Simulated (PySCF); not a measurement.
## Deuteron quadrupole couplings in `C#C/C=C\C=C(/C=C)C(C)=O`

C10H10O.
Cartesian coordinates in Å at the GFN2-xTB level; atoms count from 1:
```
atom  x, y, z in Å
C1     2.5009    1.9814    3.1941
C2     2.6041    1.7170    2.0249
C3     2.7602    1.4223    0.6623
C4     1.8256    0.8144   -0.0979
C5     0.5565    0.3990    0.4065
C6    -0.4294   -0.2174   -0.2950
C7    -0.3000   -0.5653   -1.7053
C8    -1.2819   -0.5036   -2.5968
C9    -1.6603   -0.5578    0.4659
C10   -2.4413   -1.7689    0.0100
O11   -1.9940    0.0732    1.4457
H12    2.4019    2.2076    4.2138
H13    3.7063    1.7226    0.2288
H14    2.0434    0.6445   -1.1429
H15    0.3651    0.6106    1.4516
H16    0.6904   -0.8574   -2.0319
H17   -1.1193   -0.7510   -3.6320
H18   -2.2748   -0.1805   -2.3339
H19   -1.8651   -2.4021   -0.6569
H20   -3.3455   -1.4417   -0.5008
H21   -2.7515   -2.3301    0.8894
```

Level: PBE0/pcSseg-1 (PySCF, non-relativistic); Q(2H) = 0.00286 b; rigid geometry, the same for H and D, with no vibrational averaging.

Question: Rank these positions by the coupling χzz of a deuteron there, largest first.
A. H13 (vinylic hydrogen)
B. H12 (alkyne hydrogen)
C. H21 (methyl hydrogen)
D. H18 (vinylic hydrogen)

Answer: B (266 kHz), D (225 kHz), A (215 kHz), C (210 kHz).

Question: Tabulate Vzz, the asymmetry η and χzz = 234.96 MHz × Q × Vzz for every hydrogen position.

Answer: 
```json
{"atom": "H12", "bonded to": "C1", "bond length (Å)": "1.049", "Vzz (au)": "0.3953", "η": "0.00", "χzz (kHz)": "266"}
{"atom": "H13", "bonded to": "C3", "bond length (Å)": "1.083", "Vzz (au)": "0.3199", "η": "0.07", "χzz (kHz)": "215"}
{"atom": "H14", "bonded to": "C4", "bond length (Å)": "1.081", "Vzz (au)": "0.3230", "η": "0.07", "χzz (kHz)": "217"}
{"atom": "H15", "bonded to": "C5", "bond length (Å)": "1.083", "Vzz (au)": "0.3071", "η": "0.06", "χzz (kHz)": "206"}
{"atom": "H16", "bonded to": "C7", "bond length (Å)": "1.083", "Vzz (au)": "0.3212", "η": "0.06", "χzz (kHz)": "216"}
{"atom": "H17", "bonded to": "C8", "bond length (Å)": "1.077", "Vzz (au)": "0.3365", "η": "0.05", "χzz (kHz)": "226"}
{"atom": "H18", "bonded to": "C8", "bond length (Å)": "1.077", "Vzz (au)": "0.3353", "η": "0.05", "χzz (kHz)": "225"}
{"atom": "H19", "bonded to": "C10", "bond length (Å)": "1.085", "Vzz (au)": "0.3131", "η": "0.04", "χzz (kHz)": "210"}
{"atom": "H20", "bonded to": "C10", "bond length (Å)": "1.089", "Vzz (au)": "0.3141", "η": "0.02", "χzz (kHz)": "211"}
{"atom": "H21", "bonded to": "C10", "bond length (Å)": "1.088", "Vzz (au)": "0.3125", "η": "0.02", "χzz (kHz)": "210"}
```

Question: How does χzz go with the bond length over the 10 C–H bonds?

Answer: A straight-line fit has a slope of -14.7 kHz for each 0.01 Å, with a correlation coefficient of -0.98, over lengths from 1.049 to 1.089 Å. The longer bonds have the smaller couplings here.

One conformer (not necessarily the lowest) at the GFN2-xTB geometry, without solvent, vibrations or thermal averaging. GFN2-xTB bond lengths can be off by several hundredths of an ångström, more for odd bonds, and the gradients follow them. With so small a basis the couplings can be 20 % off.

The run behind these numbers computed NMR shieldings as well. The run took 41 s on one thread, Intel Xeon 6975P-C (x86_64), shared host with 192 logical CPUs at a one-minute load of 87, and the process peaked at 1.1 GiB of memory.
